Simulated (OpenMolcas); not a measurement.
As: effect of the IPEA shift

| Property | Result |
| --- | --- |
| Program | OpenMolcas 26.06 |
| Basis | ANO-RCC-VTZP [6s5p3d1f] |
| Scalar Hamiltonian | DKH2, point nucleus |
| Active space | 5 electrons in 8 orbitals (4s 4p 5s 5p) |
| State averaging | 2S+1 = 4 odd, 1 root; 2S+1 = 2 odd, 8 roots; 2S+1 = 4 even, 3 roots |
| Spin-orbit coupling | state interaction with AMFI integrals over the reference wave functions, term energies averaged over their components |

Methods on the same reference wave functions:
A. CASSCF
B. SS-CASPT2, IPEA 0 Eh, imaginary shift 0.1 Eh (closed shells correlated: 3d)
C. SS-CASPT2, IPEA 0.25 Eh, imaginary shift 0.1 Eh (closed shells correlated: 3d)

Energies in cm-1 above 4s2 4p3 4S* 3/2, the measured ground level; measured values from NIST Handbook of Basic Atomic Spectroscopic Data.

```
          Level      A      B      C  Measured
4s2 4p3 4S* 3/2    0.0    0.0    0.0       0.0
4s2 4p3 2D* 3/2  13824  11710  11790     10593
4s2 4p3 2D* 5/2  14164  11980  12050     10915
4s2 4p3 2P* 1/2  19387  19230  19160     18186
4s2 4p3 2P* 3/2  19754  19520  19450     18648
```

Deviations, from unrounded energies. A percentage is the sum of absolute deviations over the sum of measured energies, with the sign that they share, or ± where signs differ.

| Against measurement | Levels | A | B | C |
| --- | --- | --- | --- | --- |
| mean absolute deviation (cm-1) | 4 | 2200 | 1000 | 1000 |
| other terms of the ground configuration (%) | 4 | +15.1 | +7.0 | +7.0 |

B, C lie about equally close to measurement and A furthest from it. The largest miss of B in the table is 4s2 4p3 2D* 3/2, by +1100 cm-1. The ranking rests on the paired levels alone, and a cruder setting can come out closer through cancelling errors.

Between B and C the level of the table that moves most is 4s2 4p3 2D* 5/2, by 78 cm-1 (lowest in B, highest in C). Moves below CASPT2's spread within the term are not significant.

The two smallest mean deviations differ by little beside CASPT2's spread within terms, so their order carries little weight.

From A to B the spin-free energies of the other terms of 4s2 4p3 shown, above 4S*, scale by factors of 0.84 to 0.99.

The lowest spin-free term lies below A's lowest term by 0.119 hartree in B, 0.113 hartree in C.

CASPT2 does not keep the components of a term degenerate, so their means are used; among the terms shown or strongly mixed into the levels shown the widest spread is 92 cm-1 (4s2 4p3 2D*, C). Over all roots computed the reference weight is 0.88 to 0.95 in B; the roots of lowest weight are the least certain, and an intruder state may touch them. Active for correlation alone: 5p 5s; no level in the range computed is led by a configuration that fills them, so any true level of that kind is missing. Without dynamic correlation excited terms often stand tens of per cent too high (terms of higher spin than the ground term too low), and those without a measured partner can miss by more than the paired ones (holds for A). Some levels mix across a computed gap that differs much from the measured one, so their mixing is not that of the real levels (holds for A). Computed and measured levels are paired by configuration, term and J; levels that our copy of the source lacks, or whose pairing is in doubt (as where it misses far off the trend of its configuration), stay unpaired and out of the deviations. Only configurations of the active space appear. Levels that lie high or do not pair safely by name in every column are left out.

* marks odd parity.
